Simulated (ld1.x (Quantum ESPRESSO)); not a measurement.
# Ni: variants of one RRKJ potential

Base potential:

```
Element                 : nickel
Generator               : ld1.x (Quantum ESPRESSO) 7.5
Type                    : norm-conserving RRKJ (Kleinman–Bylander form)
Functional              : PBE
Relativity              : scalar-relativistic
Frozen core             : [Ar]
Valence charge          : 10
Reference configuration : 3d8 4s0 4p0 (charge +2)
Partial waves           : 4s (bound, empty): rc 1.75 bohr; 4p (bound, empty): rc 1.70 bohr; 3d (bound): rc 1.70 bohr
Local potential         : all-electron potential smoothed inside 1.30 bohr (lloc = -2)
Core correction         : Bessel-smoothed model core inside 1.45 bohr
```

Cutoffs, loose and tight: the cutoffs (Ry, on a coarse ladder) from which the occupation-weighted sum of valence levels, in a spherical-Bessel basis at the reference potential, stays within 10 and 1 mRy of its value at 400 Ry. They do not see the model core or the augmentation charge, which bear on the density cutoff. Test errors are all-electron minus pseudo excitation energies from the reference, over the configurations 3d8 4s2 4p0; 3d8 4s1 4p0; 3d7 4s0 4p0; 3d8 4s0 4p1; 3d7 4s2 4p1; 3d9 4s0 4p0; 3d8 4s1.5 4p0. A dash means not determined; rows that change the core or the reference have their own tests. The largest error is taken over the tests solved by every variant that gives reliable tests at all: 3d7 4s0 4p0; 3d8 4s0 4p1; 3d9 4s0 4p0.

A true bound ghost makes a file unfit for plane-wave use even where its test errors are small: the radial tests pick states by their node count and pass the ghost by.

Cutoffs are not given where the Bessel-basis levels miss the radial ones by over 6 mRy, ghosts where they miss by over 20 mRy; a channel whose overlap is not positive is not tested.

| change | outcome | cutoff, loose | cutoff, tight | bound ghosts | largest test error (meV) |
| --- | --- | --- | --- | --- | --- |
| base | generated | 70 Ry | 100 Ry | none | -75 |
| type ultrasoft; waves now 4s (bound): rcut 1.50, rcutus 1.75 bohr; 4s channel at -0.75 Ry: rcut 1.50, rcutus 1.75 bohr; 4p (bound): rcut 1.50, rcutus 1.70 bohr; 4p channel at -0.65 Ry: rcut 1.50, rcutus 1.70 bohr; 3d (bound): rcut 1.50, rcutus 1.70 bohr; 3d channel at 0.05 Ry: rcut 1.50, rcutus 1.70 bohr; local potential all-electron potential smoothed inside 1.30 bohr (lloc = -1); augmentation built from norm-conserving waves at rcut, not smoothed further | generated | – | – | not determined | test run stopped at test 2 of 7 (negative rho), 1 before it not solved |
| wave 4p (bound): rc 1.70 bohr becomes 4p (bound): rc 2.44 bohr | generated | 70 Ry | 100 Ry | none | -75 |
| reference 3d8 4s2 4p0 | failed: compute_chi: n is too large | – | – | – | – |
| core correction Bessel-smoothed model core inside 1.72 bohr | generated | 70 Ry | 100 Ry | none | -68 |
| local potential all-electron potential smoothed inside 1.30 bohr (lloc = -1) | generated | 70 Ry | 100 Ry | s | -72 |
| wave 3d (bound): rc 1.70 bohr becomes 3d (bound): rc 1.88 bohr | generated | 50 Ry | 80 Ry | none | +76 |
| local potential all-electron potential smoothed inside 1.34 bohr (lloc = -2) | generated | 70 Ry | 100 Ry | none | -76 |
| core correction Bessel-smoothed model core inside 0.84 bohr | generated | 70 Ry | 100 Ry | none | -77 |
| local potential all-electron potential smoothed inside 0.62 bohr (lloc = -2) | generated | 70 Ry | 100 Ry | s, p | -69 |

(1) What comes out with this change to the base: local potential all-electron potential smoothed inside 2.00 bohr (lloc = -2)?

(2) What comes out with this change to the base: all radii but the core radius scaled by about 0.97 (s 1.70, p 1.64, d 1.64 bohr); local potential all-electron potential smoothed inside 1.26 bohr (lloc = -2)?

(3) What comes out with this change to the base: wave 4s (bound): rc 1.75 bohr becomes 4s (bound): rc 2.08 bohr?

## Answers

(1) outcome: generated; cutoff, loose: 70 Ry; cutoff, tight: 100 Ry; bound ghosts: none; largest test error (meV): -133.

(2) outcome: generated; cutoff, loose: 70 Ry; cutoff, tight: 110 Ry; bound ghosts: none; largest test error (meV): -111.

(3) outcome: failed: compute_phi: phi has nodes before r_c. Cause: the RRKJ expansion in Bessel functions gave a pseudo-wave with a node inside its radius.
